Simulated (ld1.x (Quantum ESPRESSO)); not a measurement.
Cutoff test, Hg, TM

ld1.x (Quantum ESPRESSO) 7.5 input, shortened:

```
&input
   title='Hg', zed=80., rel=2, dft='PZ', iswitch=3,
   config='[Xe] 4f14 5d10 6s2 6p0', rel_dist='average'
 /
 &inputp
   pseudotype=2, tm=.true., lloc=0,
   nlcc=.false.
 /
3
6P  2  1   0.00   0.00  2.55  2.55  0.0
5D  3  2  10.00   0.00  1.85  1.85  0.0
6S  1  0   2.00   0.00  2.10  2.10  0.0
 &test
   configts(1)='5d10 6s2 6p0'
 /
```

Open shells are filled in proportion to 2j + 1 (rel_dist='average').

The pseudo-atom Hamiltonian at the reference potential is diagonalised in spherical Bessel functions j_l(qr) that vanish at 20 bohr, with q² up to the cutoff. All-electron valence levels (Ry): 6p1/2 -0.1289, 6p3/2 -0.0751, 5d3/2 -0.8242, 5d5/2 -0.6883, 6s -0.5252.

How do the lowest levels (Ry) of each channel move with the cutoff, and are there ghosts?

```tsv
cutoff (Ry)	p1/2 #1	p1/2 #2	p3/2 #1	p3/2 #2	d3/2 #1	d5/2 #1	s #1	s #2	f #1	f #2	Σ f·Δε (mRy)
8	-0.1260	0.0500	-0.0746	0.0563	0.0626	0.0619	-0.5166	0.0113	0.1168	0.2479	8065.7
12	-0.1285	0.0498	-0.0748	0.0563	0.0090	0.0019	-0.5185	0.0112	0.1168	0.2479	7487.6
21	-0.1287	0.0498	-0.0750	0.0563	-0.5066	-0.4517	-0.5241	0.0108	0.1168	0.2479	2691.8
30	-0.1288	0.0497	-0.0750	0.0563	-0.7480	-0.6371	-0.5249	0.0108	0.1168	0.2479	612.8
45	-0.1288	0.0497	-0.0750	0.0563	-0.8222	-0.6873	-0.5251	0.0108	0.1168	0.2479	14.5
55	-0.1288	0.0497	-0.0750	0.0563	-0.8240	-0.6882	-0.5252	0.0108	0.1168	0.2479	1.4
80	-0.1288	0.0497	-0.0750	0.0563	-0.8241	-0.6883	-0.5252	0.0108	0.1168	0.2479	0.5
100	-0.1288	0.0497	-0.0750	0.0563	-0.8242	-0.6883	-0.5252	0.0108	0.1168	0.2479	0.1
400	-0.1288	0.0497	-0.0750	0.0563	-0.8242	-0.6883	-0.5252	0.0108	0.1168	0.2479	0.0
```

Result: no extra level below or beside the all-electron valence levels (p1/2, p3/2, d3/2, d5/2, s, f tested); 10 mRy is reached at 50 Ry and 1 mRy at 80 Ry.
